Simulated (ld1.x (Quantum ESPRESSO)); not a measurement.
Ranking TM potentials for O

All share these settings but for the change named:

```
Element                 : oxygen
Generator               : ld1.x (Quantum ESPRESSO) 7.5
Type                    : norm-conserving Troullier–Martins (Kleinman–Bylander form)
Functional              : LDA (PZ)
Relativity              : scalar-relativistic
Frozen core             : [He]
Valence charge          : 6
Reference configuration : 2s1 2p5
Partial waves           : 2p (bound): rc 2.00 bohr; 3d channel at 0.5 Ry: rc 1.70 bohr; 2s (bound): rc 0.75 bohr
Local potential         : the s channel
Core correction         : none
```

Test errors are all-electron minus pseudo excitation energies from the reference, over 2s2 2p4; 2s2 2p3; 2s2 2p2; 2s2 2p0; 2s2 2p4.3; 2s1 2p4; 2s2 2p1. None of these files shows a bound ghost.

The base gives 7694.0 meV.

Of 8 variants that were run, those that failed, showed a ghost or another fault, or gave nearly equal values are left out.

A variant can come out equal or close to the base, since the largest error may sit in a test that the change hardly touches while other tests move.

(1) Rank these variants by their largest absolute test error, smallest first.
A. wave 2p (bound): rc 2.00 bohr becomes 2p (bound): rc 1.28 bohr
B. all radii scaled by about 0.86 (s 0.64, p 1.72, d 1.46 bohr)
C. wave 2s (bound): rc 0.75 bohr becomes 2s (bound): rc 0.66 bohr

Answers

(1) A (1761.2 meV), B (4835.1 meV), C (7706.9 meV).
